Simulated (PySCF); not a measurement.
Computed Raman spectrum (relative Raman activity) of a molecule C2H4BNO2. Coordinates come from a PBE0-D3(BJ)/def2-SVP optimisation. Other conformers were not sampled. All values below come from PySCF 2.14.0 with PBE0-D3(BJ)/def2-SVP. Frequencies are harmonic and unscaled.

Lines under 2 % of the strongest are left out, and lines within 2 cm⁻¹ are merged.

ν (cm⁻¹): 661 (w), 960 (vw), 1315 (vw), 1390 (w), 1430 (w), 1456 (vw), 1641 (m), 2513 (w), 3055 (vs), 3145 (s), 3158 (s), 3924 (s) (against the strongest line: vs over 80 %, s over 45 %, m over 15 %, w over 4 %, vw less)

**Question.** Pick the molecule that these values belong to.
A. CC1=NB(O)O1
B. OB1COC=N1
C. CB(O)N=C=O
D. N#CCB(O)O

**Answer.** C, CB(O)N=C=O
